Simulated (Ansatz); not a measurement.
Gas-phase electronic energies from Ansatz, PBE0-D4/def2-TZVP geometries. CCSD(T)/CBS adds triple-zeta CCSD(T) − MP2 to the extrapolated MP2 energy (def2 sets, frozen cores). This one scheme is used for every species. DFT in def2-TZVPP. Elements past krypton have def2 core potentials. For In outer-core shells are correlated without core-valence functions, which leaves a few kJ/mol of doubt a bond. Each species was taken in one conformer, which may not be the lowest.

Reaction (formal hydrolysis of the In–Cl bond): `[NH2][In]([NH2])[Cl]` + H₂O → `[NH2][In]([NH2])[OH]` + HCl

`[NH2][In]([NH2])[Cl]`:

Z-matrix (Å, degrees):
```
N
In 1 2.009
H 1 1.011 2 114.5
H 1 1.010 2 116.6 3 129.0
N 2 2.009 1 129.2 3 -158.1
Cl 2 2.335 1 115.4 3 21.9
H 5 1.010 2 116.6 1 -29.1
H 5 1.011 2 114.5 1 -158.1
```

H₂O:

Z-matrix (Å, degrees):
```
O
H 1 0.960
H 1 0.960 2 105.1
```

`[NH2][In]([NH2])[OH]`:

```xyz
9

N    -1.493   -0.371   -1.080
In    0.074    0.182    0.073
N     1.843   -0.766    0.242
O     0.059    1.999    0.883
H    -1.614   -1.363   -1.224
H    -2.386    0.024   -0.818
H     1.817   -1.776    0.263
H     2.420   -0.440    1.004
H    -0.720    2.511    0.657
```

HCl:

```xyz
2

Cl    0.413   -0.214    0.439
H    -0.413    0.214   -0.439
```

Task: Is it downhill or uphill in electronic energy at CCSD(T)/CBS, and by how much? (An estimate is asked.)

Result: Ansatz gave: Uphill: ΔE = +97.3 kJ/mol.

Task: What do these levels give: r2SCAN-D4, BHLYP-D4, ωB97X-V, ωB97M-V, r2SCAN, r2SCANh, r2SCAN0, HF/def2-SVP, MP2/def2-SVP, CCSD/def2-TZVPP, CCSD(T)/def2-TZVPP, CCSD/CBS(def2)? (An estimate is asked.)

Result: The calculation gave: r2SCAN-D4 99.0, BHLYP-D4 107.9, ωB97X-V 98.4, ωB97M-V 100.1, r2SCAN 98.8, r2SCANh 101.8, r2SCAN0 105.9, HF/def2-SVP 122.7, MP2/def2-SVP 98.4, CCSD/def2-TZVPP 97.8, CCSD(T)/def2-TZVPP 95.5, CCSD/CBS(def2) 99.6 kJ/mol.

Largest T1 diagnostic among the species: 0.015.

From PBE to PBE0 (25 % exact exchange), in def2-TZVPP and without D4, ΔE moves by +9.3 kJ/mol. Leaving LDA and LC-ωPBE aside and taking each functional with its dispersion term where it has one, the values, not all of them listed here, spread over 17.6 kJ/mol, from BLYP-D4 to BHLYP-D4.
